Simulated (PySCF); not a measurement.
Compound: BI3.
SMILES with atom numbers: `[I:1][B:2]([I:3])[I:4]`

A GFN2-xTB structure was refined with PySCF 2.14.0, PBE0-D3(BJ)/def2-SVP geometry optimisation, gas phase, def2 core potentials past Kr. Its GFN2-xTB values:

```json
{"coordinate": "I1–B2", "GFN2-xTB": "2.097 Å"}
{"coordinate": "B2–I3", "GFN2-xTB": "2.093 Å"}
{"coordinate": "I1–B2–I3", "GFN2-xTB": "119.0°"}
```

Problem. How do these coordinates change at the PBE0-D3(BJ)/def2-SVP level?

Solution. 
```
coordinate  PBE0-D3(BJ)/def2-SVP (Å or °)  change
     B2–I3                          2.119  +0.026
     I1–B2                          2.118  +0.021
  I1–B2–I3                          120.0    +1.0
```

The energy falls by 0.36 kcal/mol over 4 energy and gradient evaluations, the largest force component goes from 0.0092 to 3.0e-04 Eh/bohr, and the atoms move by 0.027 Å rms after alignment. The bond that changes most is B2–I3 (ends: three-coordinate boron; iodine bonded to B), which lengthens by 0.026 Å. Bonds longer at the end by more than 0.005 Å: 2 of 3; shorter: 0. Rotational constants go from 616.0, 587.2, 300.6 to 592.1, 591.2, 295.8 MHz.

The run used 92 basis functions and 29 SCF cycles in all.

No PBE0-D3(BJ)/def2-SVP frequencies stand behind this structure, so it isn't proved a minimum.
